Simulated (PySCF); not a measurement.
## Spin states of GeBr

Unrestricted PBE0; basis Ge cc-pVDZ-PP with ECP10, Br cc-pVDZ-PP with ECP10; scalar-relativistic core potentials; PySCF 2.14. Outer shells of the fragments: Ge 3d10 4s2 4p2; Br 3d10 4s2 4p5.

Followed along the bond (rough minima from three points):

```
2Ms+1   unpaired  ⟨S²⟩ at the start  R at minimum (Å)  Te (eV)
    2        π ↑               0.75              2.35     0.00
    4  σ ↑, π ↑↑               3.75  none in the scan   ≤ 3.29
```

Solutions found at the starting distance of 2.275 Å, counted from the lowest of them; the search is not exhaustive and high or unbound solutions are not listed, so other states can lie among these:

```tsv
2Ms+1	unpaired	term	E (eV)	⟨S²⟩	⟨Lz²⟩	μ (D)
2	π ↑	²Π	0.00	0.75	1.01	-1.39
2	σ ↑	²Σ⁺	3.00	0.75	0.00	-1.18
4	σ ↑, π ↑↑	⁴Σ⁻	3.32	3.75	0.00	-0.11
2	σ ↑, π ↑↓	mixed	4.09	1.76	2.01	0.40
2	σ ↓, π ↑↑	mixed	4.14	1.77	0.00	0.70
4	π ↑↑↑	⁴Π	4.42	3.76	1.00	3.61
4	σ ↑↑, π ↑	⁴Π	5.99	3.75	1.00	0.16
4	σ ↑, π ↑↑	mixed	6.81	3.75	2.01	3.36
4	σ ↑, π ↑↑	mixed	7.01	3.75	2.01	3.29
```

A term symbol is given only where ⟨S²⟩ and ⟨Lz²⟩ are close to those of a pure state; real π, δ and φ orbitals otherwise mix terms. A positive dipole means Ge(−)Br(+).

Spin–orbit coupling is left out. Counting both spins, an empty level lies below a filled one in some of these solutions, because spin and occupation are held.
